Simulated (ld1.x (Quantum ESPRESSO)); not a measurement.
**Logarithmic derivatives: beryllium, ultrasoft**

- Element: beryllium
- Generator: ld1.x (Quantum ESPRESSO) 7.5
- Type: ultrasoft
- Functional: Wu–Cohen
- Relativity: non-relativistic
- Frozen core: none
- Valence charge: 4
- Reference configuration: 1s2 2s1.75 2p0.25
- Partial waves: 1s (bound): rcut 0.65, rcutus 0.80 bohr; 2s (bound): rcut 0.65, rcutus 0.80 bohr; 2p (bound): rcut 3.65, rcutus 4.40 bohr; 2p channel at 0.65 Ry: rcut 3.65, rcutus 4.40 bohr
- Local potential: all-electron potential smoothed inside 1.70 bohr (lloc = -1)
- Core correction: none
- Augmentation charge: PSQ, radius 0.50 bohr

The phase is arctan(r·u′/u) with u = r·R(r), unwrapped; energies in Ry, scanned from -10 to 5 Ry. A pole is an energy at which the radial function vanishes at the test radius. The pseudo phase is shifted by a multiple of π to meet the all-electron one at the reference energy, and phase errors are pseudo minus all-electron; the curves can meet again beyond the range given. Levels narrower than the energy grid can be missing from the lists of poles.

```
channel  radius (bohr)  reference energy (Ry)  poles, all-electron      poles, pseudo  unbroken range about the reference energy with phases within 0.05 rad  phase error 1 Ry above the reference energy (rad)
      s           4.75                  -0.42    -0.34, 1.30, 3.94  -0.34, 1.30, 3.95                                                        the whole range                                             +0.000
      p           4.75                  -0.15    -0.03, 1.37, 3.71  -0.03, 1.26, 3.00                                                              below 1.4                                             -0.007
```

Phases in the p channel:

```tsv
E (Ry)	all-electron	pseudo
-10.00	1.504	1.504
-9.76	1.503	1.503
-9.52	1.502	1.502
-9.28	1.501	1.501
-9.04	1.500	1.500
-8.80	1.500	1.500
-8.56	1.498	1.498
-8.32	1.498	1.497
-8.08	1.496	1.496
-7.84	1.495	1.495
-7.60	1.494	1.494
-7.36	1.493	1.493
-7.12	1.492	1.491
-6.88	1.490	1.490
-6.64	1.489	1.489
-6.40	1.487	1.487
-6.16	1.485	1.485
-5.92	1.484	1.484
-5.68	1.482	1.482
-5.44	1.480	1.480
-5.20	1.478	1.478
-4.96	1.476	1.475
-4.72	1.473	1.473
-4.48	1.470	1.470
-4.24	1.468	1.468
-4.00	1.464	1.464
-3.76	1.461	1.461
-3.52	1.457	1.457
-3.28	1.453	1.453
-3.04	1.448	1.448
-2.80	1.443	1.443
-2.56	1.437	1.437
-2.32	1.430	1.429
-2.08	1.422	1.421
-1.84	1.412	1.411
-1.60	1.399	1.398
-1.36	1.383	1.382
-1.12	1.362	1.360
-0.88	1.329	1.328
-0.64	1.273	1.270
-0.40	1.122	1.118
-0.16	-0.892	-0.892
0.08	-1.723	-1.727
0.32	-1.986	-1.993
0.56	-2.937	-2.942
0.80	-4.309	-4.315
1.04	-4.577	-4.594
1.28	-4.684	-4.720
1.52	-4.754	-4.847
1.76	-4.824	-5.243
2.00	-4.927	-7.363
2.24	-5.207	-7.684
2.48	-6.798	-7.771
2.72	-7.555	-7.817
2.96	-7.709	-7.849
3.20	-7.777	-7.875
3.44	-7.819	-7.899
3.68	-7.851	-7.923
3.92	-7.880	-7.951
4.16	-7.910	-7.988
4.40	-7.947	-8.043
4.64	-8.003	-8.144
4.88	-8.123	-8.412
```
